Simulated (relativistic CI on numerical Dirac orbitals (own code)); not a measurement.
Fe2+ in a cubic cluster: 2p photoemission with charge transfer

Computed with a charge-transfer multiplet model of a cubic metal-ligand cluster with up to 3 ligand holes, Slater and spin-orbit integrals from Dirac-Coulomb-Breit ions, Slater integrals scaled by 0.7. The parameters are those of a tetrahedral site (10Dq negative, t2 hopping the larger). The ground state mixes d6 with configurations of k ligand holes L, whose averages lie at kΔ + k(k − 1)U_dd/2; a core hole lowers each added d electron by U_cd. 300 K, Lorentzian 0.6 eV and Gaussian 0.8 eV FWHM.

Atomic integrals in eV (Slater integrals scaled, ζ unscaled), ground: F2dd 7.632, F4dd 4.739, zeta_d 0.049; with the core hole: F2dd 8.932, F4dd 5.587, zeta_d 0.075, zeta_core 8.130, F2cd 5.236, G1cd 3.950, G3cd 2.245.

Cluster parameters (eV): U_dd = 6.5, U_cd = 7.2, 10Dq = -0.25, 10Dq(ligand) = 0, V(eg) = 1.38, V(t2g) = -2.34, final-state hopping factor = 0.9.

```
       Case   n_d    d6   d7L  d8L2  d9L3     S
Δ = -0.8 eV  6.76  0.36  0.53  0.11  0.00  1.99
 Δ = 2.2 eV  6.45  0.59  0.37  0.04  0.00  2.00
 Δ = 3.2 eV  6.37  0.66  0.32  0.03  0.00  2.00
```

Weights, n_d and S are thermal averages at 300 K. Binding energies count from the first peak over 30 % of the highest in each spectrum, which can be another peak from case to case. The parameters are a model scan and need not match a compound or its usual spin state. Peaks in eV (height, largest 100):
- Δ = -0.8 eV: 0.0 (100), 7.6 (31), 10.6 (13), 13.2 (58), 20.4 (19)
- Δ = 2.2 eV: 0.0 (100), 7.2 (32), 13.2 (57), 20.5 (19)
- Δ = 3.2 eV: 0.0 (100), 7.3 (33), 13.3 (56), 20.5 (19)

Curve for Δ = -0.8 eV (points under 2 left out, the grid thinned):

E (eV), Intensity and a bar:
```
     -3.4        2.0 
     -2.7        3.1 
     -2.0        5.7 #
     -1.3       15.4 ####
     -0.6       62.8 ###################
      0.1       98.6 ##############################
      0.8       68.8 #####################
      1.5       47.7 ##############
      2.1       33.8 ##########
      2.8       22.1 ######
      3.5       15.6 ####
      4.2       12.3 ###
      4.9       10.9 ###
      5.6       10.2 ###
      6.3       17.0 #####
      7.0       27.3 ########
      7.7       30.4 #########
      8.4       23.9 #######
      9.1       16.3 ####
      9.8       12.5 ###
     10.5       13.0 ###
     11.2       12.6 ###
     11.8       15.8 ####
     12.5       39.3 ############
     13.2       57.8 #################
     13.9       44.5 #############
     14.6       26.4 ########
     15.3       15.4 ####
     16.0       10.7 ###
     16.7        8.0 ##
     17.4        5.2 #
     18.1        4.2 #
     18.8        5.7 #
     19.5       11.7 ###
     20.2       19.0 #####
     20.9       16.4 ####
     21.6        9.9 ##
     22.2        7.5 ##
     22.9        5.5 #
     23.6        3.0 
     26.2        2.8 
     26.9        4.2 #
     27.6        3.9 #
     28.3        2.8 
     29.0        2.0
```

For the case Δ = 2.2 eV, Δ = 2.2 eV is smaller than U_dd = 6.5 eV, the charge-transfer side of the Zaanen-Sawatzky-Allen scheme. With the core hole the configuration with one ligand hole lies at Δ − U_cd = -8.0, -5.0, -4.0 eV from the one without, in the order of the table; where this is negative the screened configuration lies lower, though the effective hopping of about 3.6 eV (from the holes of the mixed ground state) mixes the two strongly wherever it is as large as the gap.
